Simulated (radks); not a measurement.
The numbers below are computed, except where a source is named.
Pm6+, 55 electrons, occupied as [Xe] 6s1 (not the ground configuration).

Level of theory: scalar-relativistic Kohn-Sham, PBE, spin-polarised, spherical densities, finite nucleus; open shells are filled with parallel spins first (spin-orbit coupling, left out, can overturn this in heavy ions); Fermi nuclear charge, rms radius 4.962 fm (a radial shooting solver on a logarithmic mesh with Libxc functionals).

Energy parts (hartree):
part                       energy
total                 -10009.8478
kinetic                10677.1471
electron-nucleus      -24109.8485
Hartree                 3646.8426
exchange-correlation    -223.9891

Orbitals (lengths in bohr, moments of r in powers of bohr; <r^-3> diverges for s and p1/2):
orbital  occ.  eigenvalue (hartree)      <r^4>      <r^2>  <r^-3>
1s up       1             -1658.563  1.417e-06  0.0007318       -
1s down     1             -1658.562  1.417e-06  0.0007318       -
2s up       1             -273.3469  0.0002299    0.01157       -
2s down     1             -273.3461  0.0002299    0.01157       -
2p up       3             -244.5625  0.0001699   0.009268    9570
2p down     3             -244.5617  0.0001699   0.009268    9570
3s up       1             -63.23988   0.009083    0.07756       -
3s down     1             -63.23878   0.009083    0.07756       -
3p up       3             -54.20212   0.009492    0.07763    1963
3p down     3             -54.20100   0.009492    0.07763    1963
3d up       5             -41.80202   0.007713    0.06573   266.9
3d down     5             -41.80097   0.007712    0.06572   266.9
4s up       1             -15.97904     0.2132     0.3848       -
4s down     1             -15.97693     0.2131     0.3848       -
4p up       3             -12.95882     0.2713     0.4290   451.3
4p down     3             -12.95652     0.2712     0.4289   451.3
4d up       5              -8.68217     0.3977     0.5026   52.77
4d down     5              -8.67937     0.3973     0.5024   52.79
5s up       1              -4.70596      4.578      1.806       -
5s down     1              -4.69750      4.539      1.800       -
5p up       3              -3.80395      6.870      2.199   92.93
5p down     3              -3.79298      6.767      2.185   93.47
6s up       1              -2.02190      66.65      7.025       -
6s down     0              -1.97796      64.34      6.908       -

The highest occupied level is 6s up at -55.019 eV. Summed over all electrons, <r^2> = 33.51 bohr^2, which gives a Langevin (diamagnetic) susceptibility term of -26.5 x 10^-6 cm^3/mol. Spin moment in Bohr magnetons: 1. The density falls to 0.001 e/bohr^3 at r = 3.63 bohr.
